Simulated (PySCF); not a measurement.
ZnCl, SMILES [Cl][Zn+], charge +1. Geometry: PBE-D3(BJ)/def2-TZVP. The multiplicity is an assumed one; other spin states were not compared.

Computed equilibrium geometry at PBE-D3(BJ)/def2-TZVP (PySCF confirms it by a frequency run) as Cartesian coordinates in Å, and its point group:
point group C∞v.
```xyz
2

Zn     0.0000     0.0000    -0.7477
Cl     0.0000     0.0000     1.3195
```
Charge +1, spin multiplicity 1.
